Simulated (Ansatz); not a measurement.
The lowest singlet and triplet of CClF (SMILES F[C]Cl); geometries from B3LYP-D3(BJ)/def2-TZVP, each state relaxed from the structure named, with no frequency check.
Singlet at the triplet's geometry (charge 0, multiplicity 1):
```xyz
3

F     -1.6112    -0.2063     0.0000
C     -0.5268     0.5398     0.0000
Cl     1.0389    -0.0813     0.0000
```

A positive gap puts the triplet lower; no zero-point energy. R- takes a restricted singlet. U- takes an unrestricted singlet (broken symmetry where lower, unprojected). The triplet is unrestricted in single-reference levels. Active spaces average the two states.

Cores are frozen in the correlated methods.

Run with Ansatz (a quantum-chemistry and plane-wave program). Values without a source in brackets are computed.

```csv
level,"gap E(singlet) − E(triplet), vertical, at the triplet's geometry (kcal/mol)"
R-BHLYP/def2-TZVPP,-17.31
R-wB97X-V/def2-TZVPP,-23.20
R-SCS-MP2/cc-pV(T+d)Z,-25.71
U-CCSD/cc-pV(T+d)Z (spin-contaminated),-20.70
U-CCSD/cc-pV(Q+d)Z (spin-contaminated),-20.95
"SA-CASSCF(2,2)/cc-pV(T+d)Z",-13.10
"SC-NEVPT2 on SA-CASSCF(2,2)/cc-pV(D+d)Z",-19.70
"SC-NEVPT2 on SA-CASSCF(2,2)/cc-pV(T+d)Z",-21.67
"SC-NEVPT2 on SA-CASSCF(2,2)/cc-pV(Q+d)Z",(withheld)
```

Some entries are withheld; supply them.


- SC-NEVPT2 on SA-CASSCF(2,2)/cc-pV(Q+d)Z, gap E(singlet) − E(triplet), vertical, at the triplet's geometry (kcal/mol): -22.27

Doubts at one or more of the structures used: a restricted determinant that unrestricted orbitals would lower (R-BHLYP/def2-TZVPP, R-SCS-MP2/cc-pV(T+d)Z); T1 above 0.05 (U-CCSD/cc-pV(T+d)Z (spin-contaminated), U-CCSD/cc-pV(Q+d)Z (spin-contaminated)).
